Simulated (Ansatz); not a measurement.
`[SiH3]BS` + `O[SiH3]` → `[SiH3]BO[SiH3]` + H₂S at 400 K and 1 bar (ligand exchange at a B–S bond).

Calculated with Ansatz (gas phase, PBE0-D4/def2-TZVP geometries, no zero-point term in ΔE). CCSD(T)/CBS is the MP2 limit (def2-TZVPP, def2-QZVPP) plus CCSD(T) − MP2 in def2-TZVPP, frozen cores. This one scheme is used for every species. Each species was taken in one conformer, which may not be the lowest.

```tsv
species	CCSD(T)/CBS energy (Eh)	H − E (kJ/mol)	S (J/(mol·K))
`[SiH3]BS`	-714.65737	149.6	334.9
`O[SiH3]`	-366.69042	120.0	276.4
`[SiH3]BO[SiH3]`	-682.38605	210.5	396.3
H₂S	-398.97279	53.4	215.9
```

H − E and S are ideal-gas, rigid-rotor, harmonic terms from PBE0-D4/def2-TZVP, for one conformer and one mirror image of each species. 1 Eh = 2625.50 kJ/mol, R = 8.31446 J/(mol·K).

By hand: ΔE, ΔH, ΔS and ΔG.

ΔE = (-682.38605) + (-398.97279) − (-714.65737) − (-366.69042) = -0.01105 Eh = -29.0 kJ/mol. Δ(H − E) = 210.5 + 53.4 − 149.6 − 120.0 = -5.7, so ΔH = -34.7 kJ/mol. ΔS = 396.3 + 215.9 − 334.9 − 276.4 = 0.9 J/(mol·K). ΔG = -34.7 − 400 × (0.9)/1000 = -35.1 kJ/mol.

By hand: the equilibrium constant, and the temperature at which ΔG would vanish if ΔH and ΔS stayed fixed.

log₁₀ K = −ΔG/(RT ln 10) = 4.6. ΔH and −TΔS have one sign here, so there is no such temperature. One of them is within its doubt of zero, so this could turn.

The number of gas molecules stays the same, so ΔS is small and ΔH decides. A doubt of 5 kJ/mol in ΔE shifts log₁₀ K by 0.7 here. Other conformers and mirror images would add mixing entropy, several J/(mol·K) or more a flexible species. Modes under 60 cm⁻¹, often nearly free rotors, make the harmonic entropy too high. These are equilibria of isolated gas molecules and say nothing of rates. Largest T1 diagnostic: 0.015 (customary marks: 0.02 for closed shells, 0.045 for open ones).
